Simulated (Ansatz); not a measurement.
# Nudged elastic band run: CH3FNSi, charge -1

input.yaml

```yaml
crystal:
  periodic: [false, false, false]
  atoms:
    - { symbol: "N", position_ang: [0.818811, 0.749478, -1.359452] }
    - { symbol: C, position_ang: [-0.023153, 0.606702, -0.367288] }
    - { symbol: Si, position_ang: [0.071649, -0.523079, 1.215553] }
    - { symbol: F, position_ang: [-1.539219, -0.362502, 1.768083] }
    - { symbol: H, position_ang: [1.556038, 0.015739, -1.241299] }
    - { symbol: H, position_ang: [-0.850853, 1.362314, -0.38802] }
    - { symbol: H, position_ang: [-0.033264, -1.848652, 0.372425] }
total_charge: -1
basis:
  gaussian: { orbitals: "6-31G*" }
hamiltonian:
  xc: revpbe
  dispersion: d4
neb:
  order_check: false
  images: 7
  f_tol: 0.05
  max_iterations: 60
  initial_path: idpp
  final_atoms:
    - { symbol: "N", position_ang: [0.74743729, 0.59265255, -1.28797925] }
    - { symbol: C, position_ang: [-0.04314029, 0.76661821, -0.26103075] }
    - { symbol: Si, position_ang: [-0.99522732, -0.59245746, 0.74546492] }
    - { symbol: F, position_ang: [-0.0852475, -1.92095171, 0.14428276] }
    - { symbol: H, position_ang: [0.85457662, -0.44218905, -1.37645473] }
    - { symbol: H, position_ang: [-0.26424506, 1.84179357, -0.03428238] }
    - { symbol: H, position_ang: [-0.21414474, -0.24546611, 2.07000143] }
```

Command:

```bash
$ ansatz run input.yaml --threads 1 --pin off --max-ram 2048MiB --backend cpu --events-out ev --progress --plain --runs-dir out
```

Output, in part (warnings, iteration lines, the closing report on the highest movable image, with atoms numbered from 0):

```
NEB end point (image 0): max|allowed force component| = 1.250e-2 eV/Å (the criterion of neb.relax_end_points is 1.000e-2)
NEB end point (image 8): max|allowed force component| = 6.235e-3 eV/Å (the criterion of neb.relax_end_points is 1.000e-2)
NEB iter   1: max|band force component| = 1.274e0 eV/Å  barrier→ = 0.4847 eV  barrier← = 0.6098 eV  Δτ_max = 0.2000 Å  (248 SCF iters)
NEB iter   2: max|band force component| = 9.325e-1 eV/Å  barrier→ = 0.3416 eV  barrier← = 0.4666 eV  Δτ_max = 0.2000 Å  (240 SCF iters)
NEB iter   3: max|band force component| = 4.357e-1 eV/Å  barrier→ = 0.2779 eV  barrier← = 0.4029 eV  CI = image 5  Δτ_max = 0.1462 Å  (240 SCF iters)
NEB iter   4: max|band force component| = 2.239e-1 eV/Å  barrier→ = 0.2436 eV  barrier← = 0.3687 eV  CI = image 5  Δτ_max = 0.0512 Å  (221 SCF iters)
NEB iter   5: max|band force component| = 1.766e-1 eV/Å  barrier→ = 0.2401 eV  barrier← = 0.3652 eV  CI = image 5  Δτ_max = 0.0357 Å  (222 SCF iters)
NEB iter   6: max|band force component| = 9.701e-2 eV/Å  barrier→ = 0.2388 eV  barrier← = 0.3639 eV  CI = image 5  Δτ_max = 0.0369 Å  (220 SCF iters)
NEB iter   7: max|band force component| = 5.282e-2 eV/Å  barrier→ = 0.2385 eV  barrier← = 0.3636 eV  CI = image 5  Δτ_max = 0.0095 Å  (225 SCF iters)
NEB iter   8: max|band force component| = 3.553e-2 eV/Å  barrier→ = 0.2384 eV  barrier← = 0.3635 eV  CI = image 5  Δτ_max = 0.0000 Å  (421 SCF iters)
Total energy: -13167.27433988 eV, -483.8884068914 hartree
Atom 0 at     0.097633     0.584544    -1.426329 Å, force    -0.001604     0.009812    -0.035420 eV/Å
Atom 1 at     0.212652     0.832078    -0.154474 Å, force     0.005522    -0.005857     0.025346 eV/Å
Atom 2 at     0.070367    -0.430797     1.399601 Å, force    -0.002089     0.004812    -0.000729 eV/Å
Atom 3 at    -1.545157    -0.924103     1.093240 Å, force    -0.003801    -0.003897     0.001973 eV/Å
Atom 4 at    -0.029749    -0.448257    -1.508824 Å, force    -0.001126    -0.005278     0.010054 eV/Å
Atom 5 at     0.366372     1.923286     0.055034 Å, force     0.000531     0.001986     0.000101 eV/Å
Atom 6 at     0.827891    -1.536750     0.541754 Å, force     0.002567    -0.001578    -0.001325 eV/Å
Dipole moment:    -0.130094     0.057170    -0.320354 e Å
```

It converged. A vibrational analysis at the climbing image gives one clearly imaginary mode, 168i cm⁻¹: a first-order saddle point. Limits of this set-up: an anion without diffuse functions, the dipole of an ion depends on the origin.

Final band (atoms are numbered from 1 in the order of the input):

```
image  path coordinate (Å)  energy (kcal/mol)  dihedral N1–C2–Si3–F4 (°)
    0                 0.00                0.0                       -168
    1                 0.53                0.2                       -151
    2                 1.05                0.8                       -132
    3                 1.58                2.4                       -110
    4                 2.10                4.5                        -85
    5                 2.63                5.5                        -60
    6                 3.29                3.5                        -33
    7                 3.96               -0.8                         -9
    8                 4.62               -2.9                         16
```

The run took 110 s on 1 CPU thread of a shared host.
